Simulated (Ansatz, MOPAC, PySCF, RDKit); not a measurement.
Complex: GeH4 (SMILES [GeH4]) (first 5 atoms) with H2Se (SMILES [SeH2]); geometry from B3LYP-D3(BJ)/def2-TZVP, rigid monomers moved along the line of their centres of mass till Ge1···Se6 is 3.56 Å.
(charge 0, multiplicity 1):
```xyz
8

Ge     0.11058     0.05084    -0.08422
H     -1.40388     0.02942     0.15658
H      0.39074     0.12047    -1.59506
H      0.74359    -1.22942     0.48266
H      0.73231     1.27434     0.60333
Se    -0.07916    -0.64465     3.40591
H     -0.28193     0.36611     4.45507
H      1.27995    -0.15040     3.14354
```

Monomers are frozen at their geometry in the pair; levels with a basis set take the counterpoise correction. RDKit's UFF carries no charges.

Rows in 6-31G* carry no dispersion term and start afresh at each structure (6-31G* with six Cartesian d functions); the Pople sets are all-electron and without relativity. The state reached by PM7 isn't checked; PM7 holds dispersion and hydrogen-bond terms.

Run with Ansatz (a program for electronic structure); MOPAC for PM7 (differences of heats of formation); PySCF for 6-31G* rows; RDKit for the force fields. Values without a source in brackets are computed.

### Question
One of these levels gives 87.3 meV for the interaction energy. Name it.
A. UFF
B. wB97X-V/def2-TZVPPD
C. PM7
D. B3LYP/6-31G*

### Answer
D, B3LYP/6-31G*. The others give 11.3 (UFF), -39.0 (PM7), -13.9 (wB97X-V/def2-TZVPPD)
